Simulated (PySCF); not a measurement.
## Chromium: a sound run and one with changed settings

Sound run: Cr⁺ [Ar] 3d5, Cr²⁺ [Ar] 3d4. Calculation: PySCF 2.14, in cc-pVDZ-DK (6s5p3d1f, 43 functions); the spin-free X2C one-electron Hamiltonian (Gaussian nucleus). In the sound run the correlated levels freeze [Ar]. The sound run starts from symmetry-adapted Hartree-Fock orbitals and uses a fine grid where one is needed.

Changed run: the non-relativistic Hamiltonian (point nucleus). This setting is unsound on purpose.

```json
{"species": "Cr⁺", "method": "UHF", "sound run (hartree)": "-1049.43261", "changed run (hartree)": "-1040.39282", "converged": "yes"}
{"species": "Cr⁺", "method": "BP86", "sound run (hartree)": "-1050.66202", "changed run (hartree)": "-1041.62577", "converged": "yes"}
{"species": "Cr⁺", "method": "M06-L", "sound run (hartree)": "-1050.45104", "changed run (hartree)": "-1041.41250", "converged": "yes"}
{"species": "Cr⁺", "method": "MP2", "sound run (hartree)": "-1049.49807", "changed run (hartree)": "-1040.45782", "converged": "yes"}
{"species": "Cr²⁺", "method": "UHF", "sound run (hartree)": "-1048.87898", "changed run (hartree)": "-1039.83461", "converged": "yes"}
{"species": "Cr²⁺", "method": "BP86", "sound run (hartree)": "-1050.03298", "changed run (hartree)": "-1040.99260", "converged": "yes"}
{"species": "Cr²⁺", "method": "M06-L", "sound run (hartree)": "-1049.85089", "changed run (hartree)": "-1040.80813", "converged": "yes"}
{"species": "Cr²⁺", "method": "MP2", "sound run (hartree)": "-1048.91035", "changed run (hartree)": "-1039.86576", "converged": "yes"}
```

Ionisation energy of Cr⁺:

```json
{"method": "UHF", "sound run (eV)": "15.065", "changed run (eV)": "15.190"}
{"method": "BP86", "sound run (eV)": "17.117", "changed run (eV)": "17.230"}
{"method": "M06-L", "sound run (eV)": "16.331", "changed run (eV)": "16.446"}
{"method": "MP2", "sound run (eV)": "15.993", "changed run (eV)": "16.111"}
{"method": "SCS-MP2", "sound run (eV)": "15.374", "changed run (eV)": "15.497"}
```

Most of the change in total energy is the relativistic energy itself. On top of that the contraction fixes the core shape for the Hamiltonian it was made with, so the changed run is not a good calculation with the other Hamiltonian either.

For comparison, NIST gives 16.486 eV between the lowest levels.
